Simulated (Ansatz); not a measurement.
Sites of deprotonation of N[SiH3]:

A. N[SiH3] → N[SiH2-] + H+
B. N[SiH3] → [NH-][SiH3] + H+

Quantity: gas-phase deprotonation energy (enthalpy at 298 K, with B3LYP-D3(BJ) rigid-rotor harmonic-oscillator terms), kcal/mol. Geometries: B3LYP-D3(BJ)/def2-TZVP minima from Ansatz (a program for electronic structure), one conformer each, not searched for the lowest. Frequencies are from Ansatz. Valence correlation only, unless marked. Spin-orbit coupling is left out. Non-relativistic. CBS(X,Y): correlation extrapolated as X^-3; Hartree-Fock from the larger set. Anions need diffuse functions, which plain sets lack and def2-D sets hold few of.

|  | HSE06-D3(BJ)/def2-TZVPD (Ansatz + dftd3) | B2PLYP-D3(BJ)/def2-TZVPD (Ansatz + dftd3) | MP2/aug-cc-pV(T+d)Z (Ansatz) | CCSD(T)/CBS(aug-cc-pV(T+d)Z,aug-cc-pV(Q+d)Z) (Ansatz) |
|---|---|---|---|---|
| A | 380.8 | 382.2 | 381.2 | ? |
| B | 377.1 | 375.4 | 373.8 | ? |

**Question.** Complete the blanks.

**Answer.** 
- A, CCSD(T)/CBS(aug-cc-pV(T+d)Z,aug-cc-pV(Q+d)Z) (Ansatz): 381.7
- B, CCSD(T)/CBS(aug-cc-pV(T+d)Z,aug-cc-pV(Q+d)Z) (Ansatz): 376.1
